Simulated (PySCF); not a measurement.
**Structure elucidation problem**

Molecular formula: C$_{6}$H$_{14}$NP. Simulated spectra:

¹H NMR (500 MHz, computed): δ 2.39 (m, 2H), 1.82 (m, 1H), 1.79 (m, 2H), 1.76 (m, 2H), 1.19 (m, 2H), 1.17 (m, 3H), 1.00 (m, 1H), -0.42 (br s, 1H).

¹³C{¹H} NMR (computed): δ 35.5 (CH2), 32.8 (CH2), 24.8 (CH2), 24.6 (CH3).

PySCF 2.14.0 with density-fitted response routines calculation with GIAO PBE0/pcSseg-1 shieldings and geometry from GFN2-xTB; single conformer, no solvent, averaged over atoms made equivalent by symmetry, fast rotation or ring inversion, no relativistic terms.

Shifts are taken against calculated references (same method and geometry level): ¹H, ¹³C against TMS.

What is the structure?

## Answers


4 carbon signals for 6 carbons: some carbons are equivalent by symmetry or fast rotation. Carbon types of the structure: 5 × CH2, 1 × CH3, leaving 1 H on heteroatoms. δC 35.5: sp3 CH2 bonded to P. δC 32.8, 24.8: sp3 CH2 in a ring; aliphatic region, no heteroatom directly attached. δC 24.6: methyl carbon bonded to P. δH 2.39, 1.82, 1.79, 1.00: hydrogen on an sp3 CH2 in a ring. δH 1.76, 1.19: hydrogen on an sp3 CH2 bonded to P. δH 1.17: hydrogen on a methyl carbon bonded to P. δH -0.42: hydrogen on a nitrogen bonded to P; labile proton, position sensitive to the medium.

The compound is SMILES CP1(=N)CCCCC1.

The shifts were computed for this structure.

OH/NH shifts are gas-phase values; hydrogen bonding in solution moves them, usually downfield. Splittings by ³¹P in the carbon and heteronuclear signals aren't shown, as no couplings were computed. Shifts are as computed. Against solution values, carbons near 30 ppm lie about +3 ppm off and those near 130 ppm about +5 ppm. Of 1211 compounds with measured shifts, 218 miss one by over three times the rms of a fit or turn the order of signals round; such compounds aren't used in these exercises. Multiplicities follow the n + 1 count of equivalent neighbours, as no J values were calculated; m marks all less simple cases, F and P coupling included.
